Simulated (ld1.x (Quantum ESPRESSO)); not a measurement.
# Before and after: TM semilocal potential for neodymium (Nd)

ld1.x (Quantum ESPRESSO) 7.5 input, shortened:

```
&input
   title='Nd', zed=60., rel=1, dft='PBESOL', iswitch=3,
   config='[Xe] 4f4 5d1 6s1 6p0'
 /
 &inputp
   pseudotype=1, tm=.true., lloc=0,
   nlcc=.false.
 /
4
5P  2  1   6.00   0.00  2.20  2.20  0.0
5D  3  2   1.00   0.00  4.15  4.15  0.0
4F  4  3   4.00   0.00  1.05  1.05  0.0
5S  1  0   2.00   0.00  1.70  1.70  0.0
 &test
   configts(1)='4f4 5s2 5p6 5d1 6s1 6p0'
 /
```

Occupied shells without a wave of their own: 6s. They enter only through the test configuration that unscreens the potential.

Change: wave 5d (bound): rc 4.15 bohr becomes 5d (bound): rc 5.16 bohr.

Cutoffs: the cutoffs (Ry, on a coarse ladder) from which the occupation-weighted sum of valence levels, in a spherical-Bessel basis at the reference potential, stays within 10 and 1 mRy of its value at 400 Ry; they do not see the model core or the augmentation charge, which bear on the density cutoff. Errors are all-electron minus pseudo energies relative to the spin-unpolarised reference configuration.

**Question.** What does the change do?

**Answer.** The potential gets neither clearly harder nor softer (260 Ry and 300 Ry → 260 Ry and 300 Ry); the f channel sets the loose cutoff, while the largest relative change is in d, which becomes softer; of the 7 tests that both files solve, the error grows in 5 and shrinks in 1 by more than 15 % and 0.3 meV (median size 118.1 → 206.8 meV); neither file shows a bound ghost at the reference potential, the only one tested. A semilocal file is local in each channel, so a ghost entry of none says nothing of the separable form that plane-wave codes build from it.

```csv
quantity,base,changed
"cutoff, loose",260 Ry,260 Ry
"cutoff, tight",300 Ry,300 Ry
loose cutoff by channel (10 mRy a level),"p 15 Ry, d 8 Ry, f 230 Ry, s 40 Ry","p 15 Ry, d 6 Ry, f 230 Ry, s 40 Ry"
bound ghosts,none,none
"largest miss of a reference level, eV",0.07,0.07
"error for 4f4 5s2 5p6 5d0 6s2 6p0, meV [ΔE -1.71 eV]",+82,+104
"error for 4f4 5s2 5p6 5d0 6s1 6p0, meV [ΔE 4.10 eV]",+12,+52
"error for 4f4 5s2 5p6 5d0 6s0 6p0, meV [ΔE 14.79 eV]",-118,-41
"error for 4f4 5s2 5p6 5d0 6s0 6p1, meV [ΔE 7.07 eV]",-6082,-6004
"error for 4f3 5s2 5p6 5d0 6s0 6p0, meV [ΔE 37.28 eV]",+3.7,+272
"error for 4f4 5s2 5p5 5d0 6s2 6p0, meV [ΔE 25.14 eV]",+184,+314
"error for 4f5 5s2 5p6 5d0 6s0 6p0, meV [ΔE 6.59 eV]",-162,-207
```

Base: These tests converged, but a pseudo level misses the all-electron one widely, so the file describes the atom poorly there or has found another state: 4f4 5s2 5p6 5d0 6s0 6p0: empty 6p by 6.6 eV; 4f4 5s2 5p6 5d0 6s0 6p1: 5s by 5.8 eV; 4f4 5s2 5p5 5d0 6s2 6p0: empty 6p by 4.3 eV. The 6s level has no wave, so the channel is fitted at the deeper level alone: the likely source of the large errors. Changed file: These tests converged, but a pseudo level misses the all-electron one widely, so the file describes the atom poorly there or has found another state: 4f4 5s2 5p6 5d0 6s0 6p0: empty 6p by 6.6 eV; 4f4 5s2 5p6 5d0 6s0 6p1: 5s by 5.6 eV (a node warning on the way). The 6s level has no wave, so the channel is fitted at the deeper level alone: the likely source of the large errors.
